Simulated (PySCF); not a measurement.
F6Ta, charge -1, singlet, geometry from GFN2-xTB (such geometries of metal compounds can be far from the true shape) (core potentials on Ta). Base run: DF-PBE0/def2-SV(P) in PySCF.

Input for PySCF:
```python
from pyscf import gto, scf, dft

mol = gto.Mole()
mol.atom = '''
    Ta   -0.000000    0.000000   -0.000000
    F     1.110321   -0.494437   -1.406239
    F    -1.110321    0.494437    1.406239
    F    -1.175320    0.788125   -1.205102
    F    -0.916842   -1.609093   -0.158148
    F     0.916842    1.609093    0.158148
    F     1.175320   -0.788125    1.205102
'''
mol.basis = 'def2-sv(p)'
mol.ecp = {'Ta': 'def2-sv(p)'}
mol.charge = -1
mol.spin = 0
mol.verbose = 4
mol.build()

mf = dft.RKS(mol)
mf.xc = 'pbe0'
mf = mf.density_fit(auxbasis='def2-universal-jkfit')
mf.kernel()
```

Each row names what was changed in the base input (with any setting that the change needs).

```csv
change,basis functions,E (Eh),HOMO (eV),HOMO-LUMO gap (eV)
base,109,-655.47478,-6.18,9.99
basis = jorge-DZP-DKH; relativity = none (without mol.ecp = {'Ta': 'def2-sv(p)'}; without mf = mf.density_fit(auxbasis='def2-universal-jkfit')),150,-13667.55515,-4.88,7.05
basis = ANO-RCC-VDZP; relativity = spin-free X2C (without mol.ecp = {'Ta': 'def2-sv(p)'}; without mf = mf.density_fit(auxbasis='def2-universal-jkfit')),152,-16206.52170,-6.66,9.98
basis = jorge-DZP-DKH; relativity = spin-free X2C (without mol.ecp = {'Ta': 'def2-sv(p)'}; without mf = mf.density_fit(auxbasis='def2-universal-jkfit')),150,-15864.22553,-6.01,9.54
basis = jorge-DZP-DKH; relativity = spin-free X2C; nucleus = Gaussian (with mol.nucmod = 'G'; without mol.ecp = {'Ta': 'def2-sv(p)'}; without mf = mf.density_fit(auxbasis='def2-universal-jkfit')),150,-15862.83899,-6.01,9.54
basis = ANO-RCC-VDZP; relativity = none (without mol.ecp = {'Ta': 'def2-sv(p)'}; without mf = mf.density_fit(auxbasis='def2-universal-jkfit')),152,-13731.93578,-1.40,1.82
basis = ANO-RCC-VDZP; relativity = spin-free X2C; nucleus = Gaussian (with mol.nucmod = 'G'; without mol.ecp = {'Ta': 'def2-sv(p)'}; without mf = mf.density_fit(auxbasis='def2-universal-jkfit')),152,-16204.44931,-6.66,9.97
basis = x2c-SVPall; relativity = spin-free X2C; nucleus = Gaussian (with mol.nucmod = 'G'; without mol.ecp = {'Ta': 'def2-sv(p)'}; without mf = mf.density_fit(auxbasis='def2-universal-jkfit')),150,-16203.46613,-6.11,9.97
basis = x2c-SVPall; relativity = none (without mol.ecp = {'Ta': 'def2-sv(p)'}; without mf = mf.density_fit(auxbasis='def2-universal-jkfit')),150,-13886.52128,-1.54,1.76
basis = x2c-SVPall; relativity = spin-free X2C (without mol.ecp = {'Ta': 'def2-sv(p)'}; without mf = mf.density_fit(auxbasis='def2-universal-jkfit')),150,-16205.16724,-6.11,9.97
```

Absolute energies of different levels of theory aren't comparable as measures of quality.

Basis sets contracted for a relativistic Hamiltonian are a mismatch without it, so the rows without relativity aren't non-relativistic limits. No row has spin-orbit coupling; sets with core potentials leave out the core electrons.
